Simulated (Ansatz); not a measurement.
A made-up structure of CH2NTe (charge +1), closed shell:

```
5
angstrom
N -0.0070 -1.4882 0.0725
C 0.2802 -0.2381 0.0509
Te 0.8958 1.9577 0.0284
H -0.2666 -2.5862 0.0905
H -0.9025 2.3549 -0.2423
```

It is relaxed with PBE-D4/def2-SVP and then PBE0-D4/def2-TZVP (Ansatz 0.2.0). Atoms count as bonded within 1.22 times the sum of their covalent radii (H–H: 0.88 Å). The end point is not checked to be a true minimum.

(1) Does its bonding change? (Judge from chemistry; the calculation decides.)

Answers

(1) Computed: No: no bond forms or breaks.

Where it ends: The first stage lowers the energy by 1.32 eV in 5 steps. It ends as CH₂NTe ([NH][C][TeH]), total charge +1:
| atom | x (Å) | y (Å) | z (Å) |
| --- | --- | --- | --- |
| N1 | -0.0058 | -1.3288 | 0.0648 |
| C2 | 0.2506 | -0.2127 | 0.0455 |
| Te3 | 0.7999 | 1.7480 | 0.0253 |
| H4 | -0.2388 | -2.3088 | 0.0807 |
| H5 | -0.8058 | 2.1024 | -0.2163 |

Labels in which every atom is bracketed show which atoms are joined, not bond orders.

For scale, one of the runs: PBE0-D4/def2-TZVP relaxation, 124 basis functions, launched by `ansatz run in.yaml --threads 2 --pin off --events-out ev --progress --plain --max-ram 4352MiB`. Hardware: 2 CPU threads of an Intel Xeon, shared host. Wall time about 13 s.
